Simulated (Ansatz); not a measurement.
`O[Si](O)(F)CF` → `[CH]F` + `O[SiH](O)F`  (formal loss of a carbene)

Gas-phase electronic energies from Ansatz, PBE0-D4/def2-TZVP geometries. CBS: MP2 limit from def2 TZ/QZ plus the TZ coupled-cluster correction, frozen cores. This one scheme is used for every species. One conformer a species, not always the lowest.

`O[Si](O)(F)CF`:

Cartesian coordinates in Å:
```
O -0.046 -0.177 1.850
Si -0.185 -0.434 0.257
O -1.748 -0.298 -0.171
F 0.314 -1.893 -0.146
C 0.936 0.804 -0.587
F 0.790 0.680 -1.969
H -0.708 -0.534 2.443
H -2.016 -0.620 -1.033
H 1.989 0.644 -0.336
H 0.675 1.829 -0.306
```

`[CH]F`:

Cartesian coordinates in Å:
```
C -0.173 -0.022 -0.479
F -0.324 -0.776 0.570
H 0.497 0.797 -0.091
```

`O[SiH](O)F`:

Cartesian coordinates in Å:
```
O -0.872 -0.097 -1.039
Si -0.029 0.218 0.320
O 0.746 -1.129 0.774
F 0.988 1.404 -0.003
H -1.118 0.635 -1.605
H -0.852 0.656 1.455
H 1.136 -1.686 0.098
```

```json
{"species": "`O[Si](O)(F)CF`", "CCSD(T)/CBS(def2) energy (Eh)": "-679.65078"}
{"species": "`[CH]F`", "CCSD(T)/CBS(def2) energy (Eh)": "-138.29972"}
{"species": "`O[SiH](O)F`", "CCSD(T)/CBS(def2) energy (Eh)": "-541.20494"}
```

Problem. Work out ΔE.

Solution. ΔE = (-138.29972) + (-541.20494) − (-679.65078) = 0.14612 Eh = +383.6 kJ/mol.

Largest T1 diagnostic among the species: 0.018.

The D4 term adds +12.2 kJ/mol with B3LYP and +6.6 kJ/mol with PBE0; it sums over pairs of atoms, weighted by their polarisabilities, and B3LYP, whose exchange is more repulsive, gets the larger term. In def2-TZVPP, CCSD(T) changes the Hartree–Fock value by +39.5 kJ/mol (the triples alone add +2.2 kJ/mol) and MP2 by +64.9 kJ/mol. From PBE to PBE0 (25 % exact exchange), in def2-TZVPP and without D4, ΔE moves by +8.8 kJ/mol.

B3LYP here is the variant with VWN-RPA as its local correlation; programs differ in this.
